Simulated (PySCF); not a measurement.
# C2H6Be: core ionisation energies

Compound: BeMe2, C₂H₆Be.
Structure used (PBE0-D3(BJ)/def2-SVP), in Å, numbered top down from 1:
```
atom  x, y, z in Å
Be1    0.0038    0.0084    0.0001
C2    -0.0045   -0.0121    1.6795
H3    -0.4434    0.9059    2.1100
H4     1.0116   -0.1043    2.1035
H5    -0.5903   -0.8588    2.0809
C6     0.0059    0.0152   -1.6795
H7    -1.0168    0.0160   -2.0978
H8     0.5160   -0.8708   -2.0988
H9     0.5177    0.9004   -2.0978
```

Method: delta-SCF UKS SCAN, pcX-2 on the ionised atom, pcseg-1 elsewhere, spin-free X2C (PySCF). Each binding energy is the total energy of the core-ionised species, with the hole localised on one atom, minus that of the ground state; both are solved self-consistently, so orbital relaxation is included.

Question: What binding energy does each computed site have?

Answer: 
```csv
atom(s),environment,level,binding energy (eV),count
Be1,beryllium bonded to 2 C,Be 1s,119.85,1
C2/C6,carbon bonded to Be and 3 H,C 1s,289.59,2
```

Question: Which photon wavelength matches the C 1s of C2/C6 threshold?

Answer: λ = hc/E = 12398.42 eV Å / 289.59 eV = 42.814 Å.

Question: Which effective nuclear charge Zeff reproduces each element's mean 1s value in the hydrogen-like formula E = 13.606 eV × Zeff²?

Answer: Be (Z = 4): mean 119.9 eV, Zeff = 2.97, Z − Zeff = 1.03; C (Z = 6): mean 289.6 eV, Zeff = 4.61, Z − Zeff = 1.39. Means run over the listed sites, weighted by atom count.

Atoms equivalent by their bonding share one computed value, that of the first of them. Geometry: PBE0-D3(BJ)/def2-SVP; no solvent, vibrations or thermal averaging.
